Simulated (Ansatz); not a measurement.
Total energies of Co(SH)2 (CoH₂S₂) from Ansatz at PBE-D4/def2-TZVP, gas phase (1 Eh = 27.2114 eV = 2625.5 kJ/mol). The reference geometry is relaxed at r2SCAN-D4/def2-TZVP.

```tsv
atom	x (Å)	y (Å)	z (Å)
Co1	-0.001	0.002	-0.001
S2	-1.760	0.250	1.228
H3	-2.279	-0.973	0.996
S4	1.759	-0.251	-1.226
H5	2.282	0.971	-0.997
```

```csv
state,geometry,energy (Eh)
charge 0 quartet,reference,-2179.87945
charge 1 quintet,reference,-2179.54688
charge 1 quintet,relaxed at r2SCAN-D4/def2-TZVP,-2179.56449
free Co atom (quartet),–,-1382.48419
free S atom (triplet),–,-397.93833
free H atom (doublet),–,-0.49962
```

**Question.** Work out the vertical ionisation energy to the quintet.

**Answer.** E(charge 1 quintet) − E(charge 0 quartet) = -2179.54688 − (-2179.87945) = 0.33257 Eh = 9.05 eV. For comparison, −ε of the highest occupied level of the spin that leaves is 5.97 eV at this level, 3.08 eV less.

**Question.** How much does the charge 1 quintet relax, and what is the adiabatic ionisation energy?

**Answer.** Relaxation: -2179.54688 − (-2179.56449) = 0.01761 Eh = 0.48 eV. Adiabatic ionisation energy: 0.31496 Eh = 8.57 eV, without zero-point energy. 

**Question.** What is the binding energy per atom against free atoms?

**Answer.** Atoms: 1 × (-1382.48419) + 2 × (-397.93833) + 2 × (-0.49962) = -2179.36009 Eh. Binding: -2179.36009 − (-2179.87945) = 0.51936 Eh = 14.13 eV, or 2.83 eV for each of 5 atoms (no zero-point energy, no counterpoise term).

At PBE-D4/def2-TZVP the gap within one spin of the charge 1 quintet nearly closes, so an electron or hole may be smeared out by delocalisation error.  The doublet lies 0.41 eV above the quartet at this level but is left out (at the level of its geometry, ⟨S²⟩ 1.70, where a pure state has 0.75).
